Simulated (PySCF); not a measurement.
Isomers of C8H7BrO, from PBE0-D3(BJ)/def2-SVP geometry optimisation, gas phase (PySCF). One conformer each, no zero-point energy, no frequencies.

Problem. Which is lower in electronic energy at this level?
A. `[CH3:1][C:2](=[O:3])[c:4]1[cH:5][cH:6][c:7]([Br:8])[cH:9][cH:10]1` with C1–C2–C4–C5 180°: A = 3685, B = 372.1, C = 338.7 MHz, dipole 2.31 D
B. `[CH3:1][c:2]1[cH:3][cH:4][cH:5][c:6]([C:7](=[O:8])[Br:9])[cH:10]1` with C5–C6–C7–O8 0°: A = 1733, B = 561.4, C = 425.1 MHz, dipole 4.16 D

Solution. B. That is `CC1=CC(C(=O)Br)=CC=C1`, 6.9 kcal/mol below the other.

| SMILES | mapped SMILES | E (Eh) | relative (kcal/mol) | relative (kJ/mol) | dipole (D) |
| --- | --- | --- | --- | --- | --- |
| Cc1cccc(C(=O)Br)c1 | [CH3:1][c:2]1[cH:3][cH:4][cH:5][c:6]([C:7](=[O:8])[Br:9])[cH:10]1 | -2957.14661 | 0.0 | 0.0 | 4.16 |
| CC(=O)c1ccc(Br)cc1 | [CH3:1][C:2](=[O:3])[c:4]1[cH:5][cH:6][c:7]([Br:8])[cH:9][cH:10]1 | -2957.13557 | 6.9 | 29.0 | 2.31 |
